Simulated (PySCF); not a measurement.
PySCF 2.14 calculation with σ from GIAO-PBE0/pcSseg-1 and structure optimised with GFN2-xTB; rapidly exchanging positions averaged, no relativistic terms, one computed conformer, no solvent.

Shifts are taken against calculated references (same method and geometry level): ¹H (σ = 31.72 ppm), ¹³C (σ = 186.93 ppm) against TMS. Shifts are as computed. Against solution values, carbons near 30 ppm lie about +3 ppm off and those near 130 ppm about +5 ppm. Of 1211 compounds with measured shifts, 218 miss one by over three times the rms of a fit or turn the order of signals round; such compounds aren't used in these exercises. OH and NH positions are gas-phase values without hydrogen bonding to other molecules.

Q: Order these molecules by the shift of their most deshielded carbon, lowest δ first.
A. C=CC1=C(C(F)(F)F)P1C
B. C=N/C=C1/C(=C)C=C1C#N
C. CC(C)(C)CC(=O)O[SiH3]
D. O=C(F)CCC(=O)F
E. N[SiH2]C#C[SiH3]

A: E (123.7 ppm, alkyne carbon), A (149.9 ppm, fully substituted alkene carbon), B (164.1 ppm, alkene CH), D (172.3 ppm, carbonyl carbon), C (180.3 ppm, carbonyl carbon).

Q: Order these molecules by the shift of their most shielded carbon, lowest δ first.
A. C=N/C=C1/C(=C)C=C1C#N
B. C=CC1=C(C(F)(F)F)P1C
C. CC#C/C=C/C#Cc1ccco1
D. CC(C)(C)CC(=O)O[SiH3]

A: C (6.4 ppm, propargylic methyl carbon), B (25.6 ppm, methyl carbon bonded to P), D (30.9 ppm, methyl carbon), A (110.0 ppm, terminal =CH2 carbon).

Q: How many ¹³C and ¹H signals does each give (equivalence by symmetry and fast rotation, but not about amide C–N or C=N bonds)? `O=C(F)CCC(=O)F`, `CC#C/C=C/C#Cc1ccco1`, `C=N/C=C1/C(=C)C=C1C#N`, `N[SiH2]C#C[SiH3]`, `CC(C)(C)CC(=O)O[SiH3]`, `C=CC1=C(C(F)(F)F)P1C`

A: O=C(F)CCC(=O)F: 2 C, 1 H; CC#C/C=C/C#Cc1ccco1: 11 C, 6 H; C=N/C=C1/C(=C)C=C1C#N: 8 C, 6 H; N[SiH2]C#C[SiH3]: 2 C, 3 H; CC(C)(C)CC(=O)O[SiH3]: 4 C, 3 H; C=CC1=C(C(F)(F)F)P1C: 6 C, 4 H.
